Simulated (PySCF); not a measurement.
Fill in the blanks.

Species: 1,2,3,4-tetrahydro-2-naphthol, C10H12O.
Geometry (PBE0-D3(BJ)/def2-SVP, Å), atoms numbered from 1 in this order:
```xyz
23
C10H12O angstrom
O     -2.1876    0.1953    1.5508
C     -2.1525    0.3513    0.1504
C     -1.9448   -0.9838   -0.5604
C     -0.6278   -1.6168   -0.1322
C      0.5300   -0.6471   -0.0915
C      1.8378   -1.1374    0.0230
C      2.9285   -0.2808    0.1110
C      2.7229    1.0993    0.0932
C      1.4304    1.5978   -0.0166
C      0.3238    0.7442   -0.1167
C     -1.0621    1.3245   -0.2760
H     -1.2816    0.0663    1.8557
H     -3.1352    0.7653   -0.1265
H     -1.9513   -0.8111   -1.6498
H     -2.7815   -1.6610   -0.3321
H     -0.3752   -2.4656   -0.7872
H     -0.7516   -2.0536    0.8755
H      1.9955   -2.2200    0.0421
H      3.9390   -0.6875    0.1962
H      3.5704    1.7846    0.1672
H      1.2642    2.6790   -0.0280
H     -1.1533    2.2538    0.3081
H     -1.2188    1.6038   -1.3330
```

```csv
property,level,value
point group,PBE0-D3(BJ)/def2-SVP,?
"rotational constants A, B, C",PBE0-D3(BJ)/def2-SVP,"2.252, 0.884, 0.724 GHz"
dipole moment,CAM-B3LYP/def2-SVPD,?
HOMO energy,CAM-B3LYP/def2-SVPD,?
LUMO energy,CAM-B3LYP/def2-SVPD,0.61 eV
lowest singlet excitation,TDDFT CAM-B3LYP/def2-SVPD,?
strongest line among the 10 lowest singlet transitions,TDDFT CAM-B3LYP/def2-SVPD,"S4 at 6.74 eV (184 nm, f = 0.609)"
lowest triplet excitation (Tamm–Dancoff),TDA CAM-B3LYP/def2-SVPD,3.99 eV
static isotropic polarisability,CAM-B3LYP/def2-SVPD,115.1 au
electronic spatial extent ⟨r²⟩ about the centre of nuclear charge,CAM-B3LYP/def2-SVPD,1675 bohr²
13C chemical shifts (computed TMS as zero) by class,GIAO PBE0/pcSseg-1,?
1H chemical shifts (computed TMS as zero) by class,GIAO PBE0/pcSseg-1,?
"isotropic shieldings of nuclei other than C and H, by class",GIAO PBE0/pcSseg-1,?
largest of the computed one-bond spin–spin couplings (means over like bonds),"B3LYP/pcJ-1, spin–dipole term left out","13C–1H +166.7 (C8–H20), 13C–1H +166.6 (C7–H19), 13C–1H +163.0 (C9–H21), 13C–1H +162.6 (C6–H18), 13C–1H +152.7 (C2–H13), 13C–1H +137.8 (C3–H15), 13C–1H +136.2 (C4–H16), 13C–1H +135.9 (C11–H22) Hz"
```

The electronic properties come from PySCF, for the isolated species, density fitting.

Question: The point group?

Answer: C1.

Question: Give the lowest singlet excitation.

Answer: 5.28 eV (235 nm, f = 0.008).

Question: The HOMO energy?

Answer: -8.19 eV.

Question: The 1H chemical shifts (computed TMS as zero) by class?

Answer: 7.30 (H19), 7.29 (H20), 7.25 (H18), 7.23 (H21), 3.94 (H13), 2.98 (H17), 2.92 (H23), 2.72 (H22), 2.70 (H16), 1.93 (H15), 1.56 (H14), 0.69 (H12) ppm.

Question: Give the dipole moment.

Answer: 1.62 D.

Question: Give the 13C chemical shifts (computed TMS as zero) by class.

Answer: 140.5 (C5), 137.6 (C10), 137.0 (C9), 134.9 (C6), 132.2 (C7), 132.1 (C8), 65.3 (C2), 40.0 (C11), 31.2 (C3), 25.3 (C4) ppm.

Question: What are the isotropic shieldings of nuclei other than C and H, by class?

Answer: 287 (O1) ppm.

In wavenumbers S1 is 42600 cm⁻¹ (1 eV = 8065.54 cm⁻¹). The polarisability is 17.06 Å³ as a volume (1 au = 0.148185 Å³), or 1.44 au for each of the 80 electrons. The vertical singlet–triplet gap S1 − T1 is 1.29 eV (TDDFT singlet less Tamm–Dancoff triplet; S1: HOMO→LUMO, weight 0.61, beside HOMO−1→LUMO+1, weight 0.34; T1: HOMO−1→LUMO, weight 0.50, beside HOMO→LUMO+1, weight 0.39).

One conformer stands for the species.
